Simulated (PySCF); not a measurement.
C5H3F3S.
Structure used (GFN2-xTB), in Å, numbered top down from 1:
```
atom  x, y, z in Å
C1    -0.9736   -0.5038   -1.8791
C2    -0.6870    0.1669   -0.9249
C3    -0.2956    0.9167    0.1992
C4    -0.9957    1.9127    0.7327
S5     1.3188    0.5194    0.8916
C6     1.3464   -1.2868    0.6233
F7     0.1978   -1.8704    0.9634
F8     2.3069   -1.8207    1.3734
F9     1.6025   -1.6240   -0.6418
H10   -1.2454   -1.0744   -2.7163
H11   -0.6373    2.4515    1.5911
H12   -1.9367    2.2123    0.3055
```

Computed with TDDFT wB97X-D/def2-SVPD, vertical, gas phase, core orbitals frozen in the response (PySCF).

Ground-to-excited transition dipoles (e·a0, same axes as the geometry; the sign carries no meaning), for the states with f of 0.002 or more among the lowest 7:

```csv
state,E (eV),μx,μy,μz
S1,5.182,0.425,-0.515,-0.214
S2,5.349,-0.220,0.366,0.178
S3,5.516,0.365,-0.719,-0.446
S4,5.888,0.182,0.202,0.377
S5,6.127,0.073,0.075,0.182
S6,6.924,-0.127,0.024,-0.190
S7,7.389,0.010,-0.055,-0.301
```

Task: What oscillator strength does each state have?

Result: f = (2/3) ΔE |μ|² with ΔE in hartree (27.2114 eV).

| state | \|μ\|² (au) | \|μ\| (D) | f |
| --- | --- | --- | --- |
| S1 | 0.491 | 1.78 | 0.062 |
| S2 | 0.214 | 1.18 | 0.028 |
| S3 | 0.849 | 2.34 | 0.115 |
| S4 | 0.216 | 1.18 | 0.031 |
| S5 | 0.044 | 0.53 | 0.007 |
| S6 | 0.053 | 0.58 | 0.009 |
| S7 | 0.094 | 0.78 | 0.017 |

Task: Which bond between heavy atoms lies closest to the direction of the S3 transition dipole?

Result: C3–C4, at 9° from it; next S5–C6 at 32°.

Task: What angle do the transition dipoles of S3 and S4 make?

Result: |cos θ| = |μa·μb| / (|μa| |μb|) = 0.58, so θ ≈ 55° (taken between 0 and 90°, since the signs are arbitrary).

One conformer stands for the species.
